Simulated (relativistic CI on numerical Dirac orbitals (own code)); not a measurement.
Cu2+ in a cubic cluster: L2,3 absorption with charge transfer

Computed with a charge-transfer multiplet model of a cubic metal-ligand cluster with up to one ligand hole, Slater and spin-orbit integrals from Dirac-Coulomb-Breit ions, Slater integrals scaled by 0.9. The ground state mixes d9 with configurations of k ligand holes L, whose averages lie at kΔ + k(k − 1)U_dd/2; a core hole lowers each added d electron by U_cd. 300 K, Lorentzian 0.4 eV and Gaussian 0.3 eV FWHM.

Atomic integrals in eV (Slater integrals scaled, ζ unscaled), ground: F2dd 12.450, F4dd 7.768, zeta_d 0.099; with the core hole: F2dd 12.450, F4dd 7.768, zeta_d 0.110, zeta_core 13.385.

Cluster parameters (eV): Δ = 4, U_dd = 6.5, U_cd = 8.3, 10Dq(ligand) = 0.8, V(eg) = 3.05, V(t2g) = -1.5, final-state hopping factor = 1.

```
          Case   n_d    d9  d10L     S
10Dq = 0.45 eV  9.24  0.76  0.24  0.50
10Dq = 1.05 eV  9.22  0.78  0.22  0.50
10Dq = 1.35 eV  9.21  0.79  0.21  0.50
10Dq = 1.65 eV  9.20  0.80  0.20  0.50
10Dq = 2.25 eV  9.19  0.81  0.19  0.50
```

Weights, n_d and S are thermal averages at 300 K. Photon energies count from the first peak over 30 % of the highest in each spectrum, which can be another peak from case to case. The parameters are a model scan and need not match a compound or its usual spin state. Peaks in eV (height, largest 100):
- 10Dq = 0.45 eV: 0.0 (100), 20.1 (39)
- 10Dq = 1.05 eV: 0.0 (100), 20.1 (41)
- 10Dq = 1.35 eV: 0.0 (100), 20.1 (42)
- 10Dq = 1.65 eV: 0.0 (100), 20.1 (43)
- 10Dq = 2.25 eV: 0.0 (100), 20.1 (44)

For the case 10Dq = 1.35 eV, Δ = 4 eV is smaller than U_dd = 6.5 eV, the charge-transfer side of the Zaanen-Sawatzky-Allen scheme.
